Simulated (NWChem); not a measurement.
All runs are NWChem calculations. System: GeTe, charge 0, spin multiplicity 3, at the geometry of a parent with another charge or spin, in a state set for the comparison that need not be this species' ground state. Its SCF solution wasn't tested for a lower state. Level: UMP2/def2-SVP with def2 effective core potentials on Te, 13 core orbitals frozen.

Job file:

```
start mol
memory heap 200 mb stack 900 mb global 1100 mb
geometry units angstroms nocenter noautoz
  Ge     0.000000     0.000000     1.464896
  Te     0.000000     0.000000    -0.901474
  symmetry group C2v
end
basis spherical
  * library def2-svp
end
ecp
  Te library def2-ecp
end
scf
  uhf
  nopen 2
  maxiter 100
  thresh 1e-7
  semidirect memsize 60000000 filesize 0
  # guess.movecs holds the orbitals of an unrestricted PBE0 run
  vectors input guess.movecs output mol.movecs
end
mp2
  freeze core 13
end
task mp2 energy
```

Output (cleaned and shortened):

```
             Northwest Computational Chemistry Package (NWChem) 7.3.0
             --------------------------------------------------------

                                NWChem Input Module
                                -------------------

 Scaling coordinates for geometry "geometry" by  1.889725989
 (inverse scale =  0.529177249)

 Turning off AUTOSYM since
 SYMMETRY directive was detected!

                             Geometry "geometry" -> ""
                             -------------------------

 Output coordinates in angstroms (scale by  1.889725989 to convert to a.u.)

  No.       Tag          Charge          X              Y              Z
 ---- ---------------- ---------- -------------- -------------- --------------
    1 Ge                  32.0000     0.00000000     0.00000000     1.46489600
    2 Te                  52.0000     0.00000000     0.00000000    -0.90147400

 Effective nuclear repulsion energy (a.u.)     372.1104232793

            Nuclear Dipole moment (a.u.)
            ----------------------------
        X                 Y               Z
 ---------------- ---------------- ----------------
     0.0000000000     0.0000000000     0.0000453534

      Symmetry information
      --------------------

 Group name             C2v
 Group number             16
 Group order               4
 No. of unique centers     2

      Symmetry unique atoms

     1    2


 Summary of "ao basis" -> "" (spherical)
 ------------------------------------------------------------------------------
       Tag                 Description            Shells   Functions and Types
 ---------------- ------------------------------  ------  ---------------------
 *                          def2-svp                  on all atoms

 Summary of "ao basis" -> "ao basis" (spherical)
 ------------------------------------------------------------------------------
       Tag                 Description            Shells   Functions and Types
 ---------------- ------------------------------  ------  ---------------------
 Ge                         def2-svp                12       32   5s4p3d
[...]
  AO/Fock/Back tols     =   1.0D-09  1.0D-09  1.0D-09

 GA uses MA = F    GA memory limited = T

 Available:
  local mem=  1.26D+08
 global mem=  1.44D+08
 local disk=  0.00D+00
  mp2_memr nvloc                    29
  nvloc new                    29
   1 passes of  16:        3145728                      18694                   2671968.
   1 passes of  16: M    126147052           G      144172472           F     123001324.

 Semi-direct pass number   1 of   1  for UHF alpha       at        1.5s
  vrange nnbf                  1690
  mp2_eaftype                    10  avail_ma_in_mb                  1099
 EAF : mp2_eaftype filesize          10    1335984.
  mp2_eaf for mointskh                     10
Node 0 wrote      6.3 Mb in      0.0 s     Agg I/O rate:  1597.2 Mb/s
 Done moints_semi at        3.3s
  mp2_eaftype                    10  avail_ma_in_mb                  1089
 EAF : mp2_eaftype filesize          10    1335984.
  mp2_eaf for kh                    10
 Done maket at        3.4s
 Done multipass loop at        3.4s

 GA uses MA = F    GA memory limited = T

 Available:
  local mem=  1.26D+08
 global mem=  1.44D+08
 local disk=  0.00D+00
  mp2_memr nvloc                    31
  nvloc new                    31
   1 passes of  14:        3145728                      17929                   2499588.
   1 passes of  14: M    126147052           G      144172472           F     123001324.

 Semi-direct pass number   1 of   1  for UHF beta        at        3.4s
  vrange nnbf                  1690
  mp2_eaftype                    10  avail_ma_in_mb                  1099
 EAF : mp2_eaftype filesize          10    1249794.
  mp2_eaf for mointskh                     10
Node 0 wrote      5.9 Mb in      0.0 s     Agg I/O rate:  1862.7 Mb/s
 Done moints_semi at        5.3s
  mp2_eaftype                    10  avail_ma_in_mb                  1089
 EAF : mp2_eaftype filesize          10    1249794.
  mp2_eaf for kh                    10
 Done maket at        5.3s
 Done multipass loop at        5.3s

          -------------------------------------------
          SCF energy               -2342.054469411343
          Correlation energy          -0.296663324138
          Singlet pairs                0.000000000000
          Triplet pairs                0.000000000000
          Total MP2 energy         -2342.351132735480
          -------------------------------------------

          ---------------------------------------------------
                    Spin Component Scaled (SCS) MP2
          Same spin pairs                     -0.096951242909
          Same spin scaling factor             0.333333333333
          Opposite spin pairs                 -0.199712081228
          Opposite spin scaling fact.          1.200000000000
          SCS-MP2 correlation energy          -0.271971578444
          Total SCS-MP2 energy             -2342.326440989787
          ---------------------------------------------------

 -----------------------
 Performance information
 -----------------------

 Timer overhead =  1.24D-07 seconds/call

               Nr. of calls         CPU time (s)                 Wall time (s)                GFlops
             ---------------    -------------------     ------------------------------   -------------------
Name         Min   Avg   Max    Min     Avg     Max     Min     Avg     Max   Mx/calls   Min     Max     Sum
mp2: moin     2     2     2    3.7     3.7     3.7      3.7     3.7     3.7     1.9      0.0     0.0     0.0
mp2: make     2     2     2   8.36E-2 8.36E-2 8.36E-2  8.36E-2 8.36E-2 8.36E-2 4.18E-2   0.0     0.0     0.0
mp2: tota     1     1     1    3.9     3.9     3.9      3.9     3.9     3.9     3.9      0.0     0.0     0.0

 The average no. of pstat calls per process was 5.00D+00
 with a timing overhead of 6.20D-07s

 Task  times  cpu:        5.3s     wall:        5.3s

 Total times  cpu:        5.3s     wall:        5.3s
```
